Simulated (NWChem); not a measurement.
A series in which one site is exchanged, each optimised at PBE0/def2-SVP with NWChem, gas phase unless a solvent is named. For some, no frequency run checked for a minimum. def2 effective core potentials on In; no spin-orbit coupling.

A: [Br][InH2] (InH2Br; site = H)
B: [InH]([Br])[Br] (InHBr₂; site = Br)
C: [InH]([F])[Br] (InHBrF; site = F)
D: [Cl][InH][Br] (InHBrCl; site = Cl)

### Question
Rank them by lowest singlet excitation, PBE0/def2-SVPD, TDA (eV), lowest first.

### Answer
A (4.51), B (4.99), D (5.13), C (5.22)
